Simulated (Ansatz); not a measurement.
## SiHCl2O2 (SMILES [O][Si](O)(Cl)Cl): the energy, rung by rung

The species is SiHCl2O2 (6 atoms), meant as a doublet with charge 0. SMILES: `[O][Si](O)(Cl)Cl`. The shape was relaxed beforehand at r2SCAN/def2-SVP. This is one conformer, not always the lowest.

Quantity: the adiabatic ionisation energy (to the singlet cation, shapes relaxed at r2SCAN/def2-SVP, no zero-point term), in eV. The values are calculated.

| level | kind | program | value (eV) | CPU time (all runs) |
| --- | --- | --- | --- | --- |
| UHF/def2-SVP | Hartree–Fock | Ansatz | 11.16 | 9.8 s |
| USVWN5/def2-SVP | LDA | Ansatz | 9.63 | 5.9 s |
| UPBE/def2-SVP | GGA | Ansatz | 9.86 | 11 s |
| U-r2SCAN/def2-SVP | meta-GGA | Ansatz | 10.38 | 31 s |
| UB3LYP/def2-SVP | global hybrid | Ansatz | 10.22 | 14 s |
| UPBE0-D4/def2-SVP | global hybrid | Ansatz | 10.33 | 16 s |
| U-wB97M-V/def2-SVP | range-separated hybrid | Ansatz | 10.14 | 70 s |
| UB2PLYP/def2-SVP | double hybrid | Ansatz | 10.04 | 27 s |
| RPA@PBE/def2-SVP | RPA | Ansatz | 9.85 | 20 s |

The values span 9.63 to 11.16 eV. CPU times are rough (shared hosts, several kinds of processor and program).
